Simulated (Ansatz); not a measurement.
`N[SiH2]B(F)F` + H₂ → `FB(F)[SiH3]` + NH₃  (hydrogenolysis of the Si–N bond)

Calculated with Ansatz (gas phase, PBE0-D4/def2-TZVP geometries, no zero-point term in ΔE). CBS: MP2 limit from def2 TZ/QZ plus the TZ coupled-cluster correction, frozen cores. This one scheme is used for every species. DFT in def2-TZVPP. HSE06 is defined as in plane-wave codes. One conformer a species, not always the lowest.

```json
{"level": "HSE06-D4", "ΔE (eV)": "0.15"}
{"level": "ωB97X-V", "ΔE (eV)": "0.17"}
{"level": "PBE-QIDH", "ΔE (eV)": "0.17"}
{"level": "PBE0", "ΔE (eV)": "0.11"}
{"level": "r2SCANh", "ΔE (eV)": "0.19"}
{"level": "BHLYP", "ΔE (eV)": "0.13"}
{"level": "RPA@PBE/def2-TZVPP", "ΔE (eV)": "0.14"}
{"level": "HF/def2-SVP", "ΔE (eV)": "-0.03"}
```

Problem. What does CCSD(T)/CBS give? (Best estimate.)

Solution. Ansatz gave: +0.19 eV. The listed levels differ from it by -0.04, -0.02, -0.02, -0.08, 0.00, -0.06, -0.05, -0.22 eV.

Largest T1 diagnostic among the species: 0.014.

In def2-TZVPP, CCSD(T) changes the Hartree–Fock value by +0.08 eV (the triples alone add +0.02 eV) and MP2 by +0.16 eV. Leaving LDA and LC-ωPBE aside and taking each functional with its dispersion term where it has one, the values, not all of them listed here, spread over 0.07 eV, from B97M-V to r2SCAN-D4. LDA lies +0.06 eV from PBE without D4. The D4 term adds +0.07 eV with B3LYP and +0.04 eV with PBE0; it sums over pairs of atoms, weighted by their polarisabilities, and B3LYP, whose exchange is more repulsive, gets the larger term.

B3LYP here is the variant with VWN-RPA as its local correlation; programs differ in this.
